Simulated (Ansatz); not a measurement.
Mulliken charges of CH$_{4}$AlCl$_{2}$N, SMILES `C[NH][Al]([Cl])[Cl]` from PBE/def2-TZVPP in Ansatz (PBE0-D4/def2-TZVP geometry).

```csv
atom,x (Å),y (Å),z (Å),charge (e)
C1,-0.551,-0.601,1.054,-0.186
N2,0.316,0.331,0.361,-0.251
Al3,0.532,0.546,-1.361,0.473
Cl4,-0.544,-0.631,-2.702,-0.229
Cl5,1.868,1.981,-2.066,-0.225
H6,-1.099,-1.208,0.330,0.088
H7,-1.291,-0.088,1.677,0.096
H8,0.013,-1.288,1.695,0.096
H9,0.846,0.912,0.993,0.137
```

By hand: the dipole of these point charges (1 e Å = 4.8032 D).

Σ q r = (-0.124, -0.128, 0.642) e Å, of length 0.666 e Å = 3.20 D.

How does the dipole of the full density compare? (Estimate.)

The calculation gave: (-0.059, -0.058, 0.484) e Å, 2.36 D; the point charges give 1.36 times that, at 6° from its direction.

Point charges leave out the atoms' own dipoles, such as those of lone pairs, and Mulliken's split depends on the basis, so the two needn't agree.
